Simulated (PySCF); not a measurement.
Species: C8H10NP.
Numbering: `[CH2:1]=[CH:2][C@@H:3]1[CH2:4][P:5]1[n:6]1[cH:7][cH:8][cH:9][cH:10]1` (hydrogens: H11, H12 on C1; H13 on C2; H14 on C3; H15, H16 on C4; H17 on C7; H18 on C8; H19 on C9; H20 on C10)

Method: PySCF, PBE0-D3(BJ)/def2-SVP geometry optimisation, gas phase; density fitting, grid level 1; the optimiser is geomeTRIC in internal coordinates, started from a GFN2-xTB structure with every atom displaced at random (about 0.01 Å).

Step 0: E = -19211.3501 eV
```
atom  x, y, z in Å  |  force x, y, z in eV/Å
C1      3.5782    0.7285    0.1885   -1.021   0.404   0.696
C2      2.7598   -0.1104   -0.4406   -0.410   0.312   0.343
C3      1.3599   -0.3670   -0.0585    0.778   0.227   0.294
C4      0.7874   -1.7004   -0.3416   -1.428   0.282   1.016
P5      0.0627   -0.3704   -1.4106    0.362   0.005  -0.408
N6     -1.2878    0.0943   -0.4212    0.044   0.002  -0.053
C7     -2.3483   -0.6978   -0.0907   -0.058   0.235   0.048
C8     -3.2742    0.0795    0.5325   -1.514  -0.250   0.789
C9     -2.7847    1.3987    0.5968    0.441  -0.816  -0.544
C10    -1.5661    1.3709   -0.0193    0.132   0.243   0.046
H11     3.2074    1.3171    1.0440    0.145  -0.192  -0.120
H12     4.5789    0.9237   -0.1210    0.968   0.030  -0.370
H13     3.0973   -0.6537   -1.3033    0.419  -0.423  -0.671
H14     1.0465    0.1332    0.8708   -0.095  -0.118  -0.221
H15     1.3726   -2.4399   -0.8438    0.626  -0.582  -0.509
H16     0.1105   -2.1155    0.4273    0.227   0.063  -0.317
H17    -2.3615   -1.7318   -0.3291    0.006  -1.036  -0.233
H18    -4.2396   -0.2518    0.9377    0.290  -0.036  -0.155
H19    -3.2688    2.2392    1.0115   -0.553   1.070   0.532
H20    -0.8813    2.1689   -0.1994    0.640   0.579  -0.164
```

**Question.** Estimate the geometry and energy of step 1. (The exact step hangs on the optimiser's Hessian estimate; all steps are aligned on step 0, rigid shifts and turns removed.)

**Answer.** E = -19211.5114 eV, largest force 0.420 eV/Å
```
atom  x, y, z in Å  |  force x, y, z in eV/Å
C1      3.6152    0.7358    0.1872    0.226  -0.015  -0.133
C2      2.7924   -0.0939   -0.4596    0.069  -0.082  -0.116
C3      1.4077   -0.3702   -0.0529   -0.185  -0.012   0.062
C4      0.7676   -1.6924   -0.3089    0.311  -0.147  -0.241
P5      0.0696   -0.3674   -1.3942   -0.053  -0.028  -0.018
N6     -1.3131    0.0946   -0.4067    0.054   0.020   0.022
C7     -2.3888   -0.7041   -0.0849    0.040  -0.177  -0.055
C8     -3.3412    0.0715    0.5353    0.099  -0.015  -0.070
C9     -2.8307    1.3976    0.5815   -0.218   0.301   0.151
C10    -1.5893    1.3841   -0.0082    0.064   0.004  -0.075
H11     3.2983    1.2637    1.0875   -0.053   0.072   0.099
H12     4.6408    0.9122   -0.1584   -0.143  -0.044   0.030
H13     3.1515   -0.6205   -1.3577   -0.029   0.074   0.101
H14     1.0717    0.1457    0.8520    0.017   0.027   0.024
H15     1.3668   -2.4480   -0.8417   -0.116   0.140   0.095
H16     0.1197   -2.1091    0.4615   -0.103  -0.024   0.090
H17    -2.3887   -1.7681   -0.3291    0.013   0.117   0.027
H18    -4.2985   -0.2801    0.9102   -0.061  -0.003   0.039
H19    -3.3279    2.2765    1.0033    0.104  -0.161  -0.060
H20    -0.8742    2.1876   -0.1859   -0.035  -0.048   0.028
```

The energy changes by -0.1613 eV. The first-order estimate −F·Δx gives -0.3773 eV and the mean of the old and new forces, exact on a quadratic surface, -0.1651 eV. The step makes an angle of 68° with the force vector and moves no atom by more than 0.114 Å.

What follows is the cost of the whole optimisation. Time: 2.0 min of wall time; peak memory 0.85 GiB. Hardware: one thread, AMD EPYC 7R13 (x86_64) (shared host).
